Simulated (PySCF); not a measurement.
SMILES C[CH2][Al]([CH2]C)[CH2]C, GFN2-xTB optimised geometry.

```
22

Al    -0.36     0.14     0.00
C     -1.25    -1.67     0.02
C     -2.57    -1.83    -0.76
H     -1.42    -2.02     1.05
H     -0.51    -2.38    -0.40
H     -2.44    -1.55    -1.80
H     -3.34    -1.19    -0.34
H     -2.93    -2.86    -0.72
C     -1.32     1.91     0.00
C     -2.85     1.86    -0.01
H     -0.98     2.52    -0.86
H     -1.00     2.49     0.88
H     -3.22     1.28     0.84
H     -3.21     1.37    -0.92
H     -3.29     2.86     0.04
C      1.65     0.14     0.00
C      2.25     1.48     0.44
H      2.05    -0.11    -0.99
H      2.03    -0.66     0.66
H      1.96     1.71     1.47
H      1.89     2.29    -0.19
H      3.34     1.46     0.39
```

Density from CAM-B3LYP/def2-SVP (PySCF 2.14.0) at that geometry.

Minimum of the electron density along straight lines between bonded atoms, close to the bond critical point (lines longer than 1.1 times the sum of covalent radii, or with two minima, are not listed):

```tsv
bond	length / Å	ρ at the minimum / e bohr⁻³	∇²ρ there / e bohr⁻⁵	position (fraction from the first atom)
Al1–C2	2.012	0.078	0.29	0.39
C2–C3	1.537	0.235	-0.52	0.50
C2–H4	1.101	0.263	-0.90	0.62
C2–H5	1.103	0.263	-0.89	0.62
C3–H6	1.089	0.276	-1.00	0.62
C3–H7	1.088	0.277	-1.02	0.63
C3–H8	1.091	0.275	-1.01	0.63
Al1–C9	2.013	0.078	0.29	0.39
C9–C10	1.537	0.236	-0.52	0.50
C9–H11	1.101	0.263	-0.90	0.62
C9–H12	1.101	0.263	-0.90	0.62
C10–H13	1.089	0.276	-1.01	0.62
C10–H14	1.089	0.276	-1.01	0.62
C10–H15	1.091	0.275	-1.01	0.63
Al1–C16	2.011	0.078	0.29	0.39
C16–C17	1.537	0.236	-0.52	0.49
C16–H18	1.100	0.263	-0.90	0.62
C16–H19	1.100	0.264	-0.90	0.62
C17–H20	1.089	0.276	-1.01	0.62
C17–H21	1.090	0.276	-1.01	0.62
C17–H22	1.091	0.275	-1.01	0.63
```
